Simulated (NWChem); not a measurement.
Species: ZrH4; SMILES [ZrH4]

Computed with NWChem. Geometry: optimised at PBE0/def2-SVP. def2 effective core potentials on Zr; no spin-orbit coupling. Static field.

Task: Among these, which level gives the lowest value of “isotropic polarisability (bohr³)”?
A) Hartree-Fock/def2-TZVPD
B) Hartree-Fock/def2-SVP
C) Hartree-Fock/def2-TZVP
D) Hartree-Fock/def2-SVPD

Result: B, Hartree-Fock/def2-SVP. Values: Hartree-Fock/def2-SVP 43.6; Hartree-Fock/def2-TZVP 45.1; Hartree-Fock/def2-SVPD 48.6; Hartree-Fock/def2-TZVPD 49.1
